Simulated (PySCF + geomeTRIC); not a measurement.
Caution, from a PySCF single point (TPSSh-D3(BJ)/def2-TZVP) at this geometry: the unrestricted state is spin-contaminated.  The multiplicity is imposed and other spin states were not computed.

All values below come from BP86-D3(BJ)/def2-SVP in PySCF + geomeTRIC. fastk is a local helper that only speeds up exchange builds. No frequencies were computed at this level.

```python
import json, numpy as np
from pyscf import gto, dft
from fastk import lowrank_exchange
atoms = """
Os    -0.000000     0.000000     0.000000
Cl    -0.636871     1.945131     0.582411
Cl    -1.439664    -1.490719    -0.483179
Cl     2.076537    -0.454411    -0.099231
"""
def scf(charge, spin, dm0=None):
    mol = gto.M(atom=atoms, basis='def2-svp', ecp={'Os': 'def2-svp'}, charge=charge, spin=spin, verbose=3, max_memory=5040)
    mf = dft.KS(mol, xc='bp86').density_fit(auxbasis="def2-universal-jkfit")
    mf.disp = 'd3bj'
    mf.grids.level = 3
    mf.conv_tol = 1e-8
    mf.max_cycle = 120
    mf.level_shift = 0.25
    mf.kernel(dm0)
    if not mf.converged:
        mf = mf.newton().run(mf.mo_coeff, mf.mo_occ).undo_soscf()
    return mf
mf = scf(0, 1)
lowrank_exchange(mf)  # same exchange matrices as the stock routine, built faster for response steps
mo, _, stable, _ = mf.stability(return_status=True)
if not stable:
    mf.kernel(mf.make_rdm1(mo, mf.mo_occ))
del mf.get_jk
from pyscf.geomopt.geometric_solver import kernel as optimize
path = []
done, mol = optimize(mf, maxsteps=120, assert_convergence=False, callback=lambda env: path.append((env["energy"], bool(env["g_scanner"].converged))))
res = dict(converged=bool(done and path[-1][1]), energy=path[-1][0], path=[e for e, c in path], xyz=mol.atom_coords(unit="Angstrom").tolist(), nao=mol.nao)
json.dump(res, open("result.json", "w"))
```

Output:

```
SCF not converged.
converged SCF energy = -1471.16600120222  <S^2> = 0.80469575  2S+1 = 2.0539676
<class 'pyscf.df.df_jk.DFUKS'> wavefunction has an internal instability
converged SCF energy = -1471.16670434609  <S^2> = 1.093553  2S+1 = 2.3182346
Geometry optimization cycle 1
converged SCF energy = -1471.16670438791  <S^2> = 1.0932924  2S+1 = 2.3180099
cycle 1: E = -1471.16670439  dE = -1471.17  norm(grad) = 0.0666083
Geometry optimization cycle 2
converged SCF energy = -1471.17523532559  <S^2> = 1.2672507  2S+1 = 2.4635346
cycle 2: E = -1471.17523533  dE = -0.00853094  norm(grad) = 0.00335805
Geometry optimization cycle 3
converged SCF energy = -1471.17529177955  <S^2> = 1.2661561  2S+1 = 2.4626458
cycle 3: E = -1471.17529178  dE = -5.6454e-05  norm(grad) = 0.000659485
Geometry optimization cycle 4
SCF not converged.
cycle 4: E = -1471.1753094  dE = -1.76253e-05  norm(grad) = 0.000622753
Geometry optimization cycle 5
SCF not converged.
cycle 5: E = -1471.17536556  dE = -5.61504e-05  norm(grad) = 0.00140709
Geometry optimization cycle 6
SCF not converged.
cycle 6: E = -1471.17212083  dE = 0.00324472  norm(grad) = 0.019803
Geometry optimization cycle 7
SCF not converged.
cycle 7: E = -1471.17691681  dE = -0.00479598  norm(grad) = 0.00662229
Geometry optimization cycle 8
SCF not converged.
cycle 8: E = -1471.17719514  dE = -0.00027833  norm(grad) = 0.00473442
Geometry optimization cycle 9
converged SCF energy = -1471.17593879135  <S^2> = 1.5601446  2S+1 = 2.6908323
cycle 9: E = -1471.17593879  dE = 0.00125635  norm(grad) = 0.0129751
Geometry optimization cycle 10
converged SCF energy = -1471.17766917599  <S^2> = 1.5075207  2S+1 = 2.6514303
cycle 10: E = -1471.17766918  dE = -0.00173038  norm(grad) = 0.00371525
Geometry optimization cycle 11
converged SCF energy = -1471.17777027793  <S^2> = 1.5074175  2S+1 = 2.6513525
cycle 11: E = -1471.17777028  dE = -0.000101102  norm(grad) = 0.00132899
Geometry optimization cycle 12
converged SCF energy = -1471.17780562283  <S^2> = 1.5047612  2S+1 = 2.649348
cycle 12: E = -1471.17780562  dE = -3.53449e-05  norm(grad) = 0.000442297
Geometry optimization cycle 13
converged SCF energy = -1471.1778077156  <S^2> = 1.5023008  2S+1 = 2.64749
cycle 13: E = -1471.17780772  dE = -2.09278e-06  norm(grad) = 0.000317439
Geometry optimization cycle 14
converged SCF energy = -1471.17780803259  <S^2> = 1.5006485  2S+1 = 2.6462415
cycle 14: E = -1471.17780803  dE = -3.16989e-07  norm(grad) = 0.000172788
Geometry optimization cycle 15
converged SCF energy = -1471.17780780103  <S^2> = 1.4983944  2S+1 = 2.6445373
cycle 15: E = -1471.1778078  dE = 2.31565e-07  norm(grad) = 0.000485104
Geometry optimization cycle 16
converged SCF energy = -1471.17780790033  <S^2> = 1.497958  2S+1 = 2.6442073
cycle 16: E = -1471.1778079  dE = -9.93077e-08  norm(grad) = 0.000683529
Geometry optimization cycle 17
converged SCF energy = -1471.1778083484  <S^2> = 1.4989527  2S+1 = 2.6449595
cycle 17: E = -1471.17780835  dE = -4.48064e-07  norm(grad) = 0.000582633
Geometry optimization cycle 18
converged SCF energy = -1471.17780890528  <S^2> = 1.5003076  2S+1 = 2.6459838
cycle 18: E = -1471.17780891  dE = -5.56886e-07  norm(grad) = 0.000387506
<class 'geometric.internal.Distance'> : 3
<class 'geometric.internal.Angle'> : 2
<class 'geometric.internal.OutOfPlane'> : 1
<class 'geometric.internal.TranslationX'> : 1
<class 'geometric.internal.TranslationY'> : 1
<class 'geometric.internal.TranslationZ'> : 1
<class 'geometric.internal.RotationA'> : 1
<class 'geometric.internal.RotationB'> : 1
<class 'geometric.internal.RotationC'> : 1
Step    0 : Gradient = 3.330e-02/4.094e-02 (rms/max) Energy = -1471.1667043879
Step    1 : Displace = 8.329e-02/1.083e-01 (rms/max) Trust = 1.000e-01 (=) Grad = 1.679e-03/2.513e-03 (rms/max) E (change) = -1471.1752353256 (-8.531e-03) Quality = 0.916
Step    2 : Displace = 1.923e-02/3.191e-02 (rms/max) Trust = 1.414e-01 (+) Grad = 3.297e-04/3.628e-04 (rms/max) E (change) = -1471.1752917796 (-5.645e-05) Quality = 1.394
Step    3 : Displace = 1.219e-02/1.633e-02 (rms/max) Trust = 2.000e-01 (+) Grad = 3.114e-04/4.508e-04 (rms/max) E (change) = -1471.1753094049 (-1.763e-05) Quality = 1.850
Step    4 : Displace = 1.606e-02/1.890e-02 (rms/max) Trust = 2.828e-01 (+) Grad = 7.035e-04/1.059e-03 (rms/max) E (change) = -1471.1753655552 (-5.615e-05) Quality = 5.770
Step    5 : Displace = 2.757e-01/3.368e-01 (rms/max) Trust = 3.000e-01 (+) Grad = 9.901e-03/1.433e-02 (rms/max) E (change) = -1471.1721208349 (+3.245e-03) Quality = -12.467
Step    6 : Displace = 1.328e-01/1.598e-01 (rms/max) Trust = 1.379e-01 (x) Grad = 3.311e-03/4.500e-03 (rms/max) E (change) = -1471.1769168107 (-1.551e-03) Quality = 10.778
Step    7 : Displace = 9.512e-02/1.138e-01 (rms/max) Trust = 1.950e-01 (+) Grad = 2.367e-03/3.118e-03 (rms/max) E (change) = -1471.1771951406 (-2.783e-04) Quality = 0.370
Step    8 : Displace = 1.864e-01/2.109e-01 (rms/max) Trust = 1.950e-01 (=) Grad = 6.488e-03/9.644e-03 (rms/max) E (change) = -1471.1759387914 (+1.256e-03) Quality = -0.781
Step    9 : Displace = 8.603e-02/1.020e-01 (rms/max) Trust = 9.320e-02 (-) Grad = 1.858e-03/2.251e-03 (rms/max) E (change) = -1471.1776691760 (-1.730e-03) Quality = 0.731
Step   10 : Displace = 1.579e-02/2.405e-02 (rms/max) Trust = 9.320e-02 (=) Grad = 6.645e-04/9.521e-04 (rms/max) E (change) = -1471.1777702779 (-1.011e-04) Quality = 1.456
Step   11 : Displace = 1.467e-02/2.359e-02 (rms/max) Trust = 1.318e-01 (+) Grad = 2.211e-04/3.262e-04 (rms/max) E (change) = -1471.1778056228 (-3.534e-05) Quality = 1.222
Step   12 : Displace = 3.700e-03/5.627e-03 (rms/max) Trust = 1.864e-01 (+) Grad = 1.587e-04/2.554e-04 (rms/max) E (change) = -1471.1778077156 (-2.093e-06) Quality = 1.050
Step   13 : Displace = 1.540e-03/2.088e-03 (rms/max) Trust = 2.636e-01 (+) Grad = 8.639e-05/1.058e-04 (rms/max) E (change) = -1471.1778080326 (-3.170e-07) Quality = 0.415
Step   14 : Displace = 2.556e-03/3.360e-03 (rms/max) Trust = 2.636e-01 (=) Grad = 2.426e-04/3.599e-04 (rms/max) E (change) = -1471.1778078010 (+2.316e-07) Quality = -0.132
Step   15 : Displace = 1.385e-03/1.566e-03 (rms/max) Trust = 1.278e-03 (-) Grad = 3.418e-04/5.329e-04 (rms/max) E (change) = -1471.1778079003 (-9.931e-08) Quality = 0.042
Step   16 : Displace = 5.487e-04/6.263e-04 (rms/max) Trust = 6.390e-04 (-) Grad = 2.873e-04/4.523e-04 (rms/max) E (change) = -1471.1778083484 (-4.481e-07) Quality = 0.938
Step   17 : Displace = 8.937e-04/1.010e-03 (rms/max) Trust = 9.037e-04 (+) Grad = 1.877e-04/2.883e-04 (rms/max) E (change) = -1471.1778089053 (-5.569e-07) Quality = 0.777
Converged! =D
```

Cost: about 23 core-minutes (a rough figure).
